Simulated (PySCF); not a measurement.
One of the candidates below gave these computed data.

| technique | computed result |
| --- | --- |
| Rotational structure | rotational constants A, B, C: 5.593, 1.715, 1.548 GHz [GFN2-xTB] |
| UV, first state | lowest singlet excitation: 6.91 eV (179 nm, f = 0.587) [TDDFT wB97X-D/def2-SVPD] |
| Triplet | lowest triplet excitation (Tamm–Dancoff): 4.44 eV [TDA wB97X-D/def2-SVPD] |
| Dipole | 0.57 D [wB97X-D/def2-SVPD] |
| Polarisability | 81.6 au [wB97X-D/def2-SVPD] |

The electronic properties come from PySCF, for the isolated species, density fitting. Levels stand in brackets. Geometry: GFN2-xTB, one conformer, isolated molecule.

Question: Which candidate is it?
A. `C=C[C@H]1CC12CC2`
B. `CC1(C2CC2)C=C1`
C. `C=C1CC/C1=C/C`
D. `C=C1CC/C1=C\C`

Answer: A. It is `C=C[C@H]1CC12CC2`. Numbering: `[CH2:1]=[CH:2][C@H:3]1[CH2:4][C:5]12[CH2:6][CH2:7]2`. Its formula, C7H10, gives 3 degrees of unsaturation: 2 rings and 1 π bond in the structure found. The optimised geometry has point group C1 and is an asymmetric top.

The others, at the same levels:
- `CC1(C2CC2)C=C1` fails: its computed lowest singlet excitation is 5.93 eV (209 nm, f = 0.004) (against 6.91 eV), lowest triplet excitation (Tamm–Dancoff) is 4.21 eV (against 4.44 eV) and static isotropic polarisability is 75.7 au (against 81.6 au).
- `C=C1CC/C1=C/C` fails: its computed lowest singlet excitation is 5.25 eV (236 nm, f = 0.339) (against 6.91 eV), lowest triplet excitation (Tamm–Dancoff) is 3.07 eV (against 4.44 eV) and static isotropic polarisability is 85.0 au (against 81.6 au).
- `C=C1CC/C1=C\C` fails: its computed lowest singlet excitation is 5.22 eV (237 nm, f = 0.403) (against 6.91 eV), lowest triplet excitation (Tamm–Dancoff) is 3.05 eV (against 4.44 eV) and static isotropic polarisability is 86.1 au (against 81.6 au).

Each candidate is one conformer, not necessarily the lowest. The conformers computed, where there is a choice (atom-mapped SMILES and torsion angles):
- `[CH2:1]=[CH:2][C@H:3]1[CH2:4][C:5]12[CH2:6][CH2:7]2`: C1–C2–C3–C4 145°
- `[CH3:1][C:2]1([CH:3]2[CH2:4][CH2:5]2)[CH:6]=[CH:7]1`: C1–C2–C3–C4 -87°
